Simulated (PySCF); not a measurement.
A structure optimised at PBE-D3(BJ)/def2-SVP, used in a PySCF frequency run:

```xyz
12

C     -2.0112     0.3729    -0.0375
C     -0.6594     0.4397     0.5627
C      0.4969    -0.1508    -0.0963
C      1.8440    -0.0274     0.6027
O      0.3850    -0.7326    -1.1886
H     -1.9693    -0.1692    -1.0017
H     -2.4322     1.3903    -0.2046
H     -2.7324    -0.1367     0.6411
H     -0.5178     0.9481     1.5326
H      1.8119    -0.4921     1.6103
H      2.6204    -0.5244    -0.0062
H      2.1173     1.0386     0.7486
```
Charge 0, spin multiplicity 2.

Task: Write its SMILES and formula.

Result: C[CH]C(C)=O, C4H7O

Task: What are its rotational constants (standard atomic weights)?

Result: 9.9081, 3.6193, 2.7425 GHz
